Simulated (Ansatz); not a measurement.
Reaction (formal exchange of groups at a C–O bond): `C[O][In]([NH2])[SH]` + `BN[SiH2]Cl` → `BN[SiH](C)Cl` + `[NH2][In]([OH])[SH]`

Gas-phase electronic energies from Ansatz, PBE0-D4/def2-TZVP geometries. CCSD(T)/CBS adds triple-zeta CCSD(T) − MP2 to the extrapolated MP2 energy (def2 sets, frozen cores). DFT in def2-TZVPP. B3LYP here is the variant with VWN-RPA as its local correlation; programs differ in this. def2 core potentials past Kr. For In outer-core shells are correlated without core-valence functions, which leaves a few kJ/mol of doubt a bond. Each species was taken in one conformer, which may not be the lowest.

| level | ΔE (kcal/mol) | difference from CCSD(T)/CBS |
| --- | --- | --- |
| ωB97X-V | -26.2 | 1.3 |
| ωB97M-V | -27.7 | -0.2 |
| PBE | -26.2 | 1.3 |
| PBE0 | -26.9 | 0.6 |
| B3LYP | -25.1 | 2.4 |
| HF/def2-TZVPP | -23.6 | 3.9 |
| HF/def2-QZVPP | -23.5 | 4.0 |
| MP2/def2-QZVPP | -28.9 | -1.4 |
| MP2/CBS(def2) | -29.2 | -1.7 |
| CCSD/CBS(def2) | -27.3 | 0.2 |
| CCSD(T)/CBS | -27.5 | 0 |

Largest T1 diagnostic among the species: 0.015.

In def2-TZVPP, CCSD(T) changes the Hartree–Fock value by −3.1 kcal/mol (the triples alone add −0.2 kcal/mol) and MP2 by −4.8 kcal/mol. The D4 term adds −0.7 kcal/mol with B3LYP and −0.4 kcal/mol with PBE0; it sums over pairs of atoms, weighted by their polarisabilities, and B3LYP, whose exchange is more repulsive, gets the larger term.
